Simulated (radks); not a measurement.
Results of a calculation; reference values are marked as such.
Spherical jellium clusters: N electrons in a uniform positive sphere of charge N and radius rs N^(1/3), rs = 4.55 bohr. Level of theory: non-relativistic Kohn-Sham, LDA (Slater exchange, Perdew-Wang correlation), spin-polarised, spherical densities (a radial shooting solver with Libxc functionals). Levels are named by radial order and angular momentum (1s, 1p, 1d, 2s, ...), and open shells are averaged over m.

N = 13, configuration 1s2 1p6 1d(up 5, down 0). This is the lowest configuration that the search found. Occupied and some empty levels:

| level | occupation | eigenvalue (eV) | <r> (bohr) |
|---|---|---|---|
| 1s up | 1 | -4.3573 | 6.897 |
| 1s down | 1 | -4.0196 | 6.532 |
| 1p up | 3 | -3.6174 | 8.082 |
| 1p down | 3 | -3.1954 | 8.017 |
| 1d up | 5 | -2.6639 | 9.013 |
| 1d down | 0 | -2.2272 | 9.127 |
| 2s up | 0 | -2.1420 | 7.768 |
| 2s down | 0 | -1.9366 | 8.030 |
| 1f up | 0 | -1.5646 | 9.944 |
| 1f down | 0 | -1.1576 | 10.24 |
| 2p up | 0 | -1.0597 | 10.17 |
| 2p down | 0 | -0.85603 | 10.59 |

Energy (eV): total -23.4416, kinetic 18.606, external -509.36, Hartree 252.07, exchange-correlation -42.664, background 257.91.

Electron density:

| r (bohr) | n(r) (e/bohr^3) |
|---|---|
| 1.20 | 0.001424 |
| 2.50 | 0.001780 |
| 3.79 | 0.002303 |
| 5.08 | 0.002837 |
| 6.37 | 0.003122 |
| 7.66 | 0.002878 |
| 8.96 | 0.002077 |
| 10.2 | 0.001117 |
| 11.5 | 0.0004578 |
| 12.8 | 0.0001574 |
| 14.1 | 0.00004873 |
| 15.4 | 0.00001401 |
| 16.7 | 3.920e-06 |
